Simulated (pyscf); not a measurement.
**H₂N–SiH(NH₂)–OH, singlet**

Gas-phase minimum from PySCF at ωB97X-D3(BJ)/def2-SVP, one conformer. 

```xyz
10

N     -0.9315    -1.7700    -1.1740
Si    -0.1399    -0.9049     0.0958
N      1.4181    -0.5296    -0.5333
O     -1.1623     0.3518     0.5120
H     -0.4290    -2.4953    -1.6744
H     -1.9183    -1.9926    -1.0985
H      0.0940    -1.5760     1.4008
H      2.1747    -0.2588     0.0847
H      1.5330    -0.1380    -1.4618
H     -1.5051     0.8579    -0.2324
```
Charge 0, spin multiplicity 1.

Bonded distances (Å): N1–Si2 1.728, N1–H5 1.014, N1–H6 1.014, Si2–N3 1.722, Si2–O4 1.673, Si2–H7 1.486, N3–H8 1.014, N3–H9 1.014, O4–H10 0.963. Angles (°): Si2–N1–H5 119.6, Si2–N1–H6 120.0, H5–N1–H6 111.2, N1–Si2–N3 104.8, N1–Si2–O4 106.2, N1–Si2–H7 119.4, N3–Si2–O4 118.7, N3–Si2–H7 106.1, O4–Si2–H7 102.5, Si2–N3–H8 120.7, Si2–N3–H9 121.4, H8–N3–H9 111.7, Si2–O4–H10 114.8.

Properties at ωB97X-D3(BJ)/def2-SVP:

- Harmonic wavenumbers, unscaled = 213, 246, 257, 319, 362, 401, 412, 440, 719, 779, 809, 826, 875, 921, 945, 980, 1546, 1551, 2280, 3621, 3625, 3718, 3724, 3924 cm⁻¹
- Zero-point energy = 47.9 kcal/mol
- Rotational symmetry number = 1
- Entropy of this conformer at 298 K and 1 atm, rigid rotor and harmonic oscillator, modes under 100 cm⁻¹ raised to 100 = 318.8 J/(mol K)
- Dipole moment = 2.09 D

Single-point totals, which compare only within one level (frozen core for MP2 and CC):

```
level                   total energy (hartree)
----------------------  ----------------------
ωB97X-D3(BJ)/def2-TZVP              -478.12120
PBE/def2-TZVP                       -477.67328
r²SCAN/def2-TZVP                    -477.91943
B3LYP-D3(BJ)/def2-TZVP              -478.08161
PBE0-D3(BJ)/def2-TZVP               -477.71666
M06-2X/def2-TZVP                    -477.94970
ωB97M-D3(BJ)/def2-TZVP              -478.13369
HF/def2-TZVPP                       -476.41219
MP2/def2-TZVPP                      -477.20974
CCSD/def2-TZVPP                     -477.23676
CCSD(T)/def2-TZVPP                  -477.26653
```

The CCSD(T) − MP2 part came from Ansatz, without density fitting, on the same reference.
